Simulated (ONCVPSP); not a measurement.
# Transferability test, ONCV potential for carbon (C)

C (Z = 6), optimised norm-conserving Vanderbilt (ONCV), made with ONCVPSP 4.0.1 (PBE, scalar-relativistic). Core [He], reference 2s2 2p1.5 (charge +0.5). Waves: 2s: rc 1.00 bohr, ncon 4, nbas 8, qcut 6.6 1/bohr, 2 projectors, debl 1.4 Ha; 2p: rc 1.75 bohr, ncon 3, nbas 8, qcut 9.9 1/bohr, 3 projectors, debl 3.3 Ha. Local part: polynomial inside 0.95 bohr (lpopt 1, dvloc0 6 Ha). Core correction: none.

Energies are relative to the spin-unpolarised reference configuration 2s2 2p1.5; without spin polarisation the order of configurations can differ from experiment.

| valence configuration | charge | ΔE all-electron (eV) | error AE − PS (meV) |
| --- | --- | --- | --- |
| 2s2 2p1 | +1 | 6.898 | +5.3 |
| 2s2 2p0 | +2 | 31.054 | +123 |
| 2s1 2p3 | 0 | 4.515 | +13 |

Question: What are ΔE and the potential's error for 2s2 2p2?

Answer: ΔE = -3.963 eV all-electron; the error (AE − PS) is +2.0 meV.

Levels in the configuration 2s1 2p3:

```tsv
level	all-electron (eV)	pseudo (eV)
2s	-14.201	-14.198
2p	-5.712	-5.723
```
